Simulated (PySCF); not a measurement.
Ga: excitation energy

Ga [Ar] 3d10 4s2 4p1 (2P) → Ga [Ar] 3d10 4s1 4p2 (4P), as a difference of total energies. All numbers are calculated (PySCF 2.14, the spin-free X2C one-electron Hamiltonian (Gaussian nucleus), in x2c-TZVPPall with one added diffuse shell each of s, p, d type (7s6p5d1f, 57 functions)). Correlated levels: valence and next inner shell: [Ne] frozen. The calculations carry no spin-orbit coupling.

| method | excitation energy (cm⁻¹) |
| --- | --- |
| UHF | 26879 |
| MP2 (valence and next inner shell) | 34604 |
| SCS-MP2 (valence and next inner shell) | 36584 |
| CCSD (valence and next inner shell) | 35770 |
| CCSD(T) (valence and next inner shell) | 36336 |
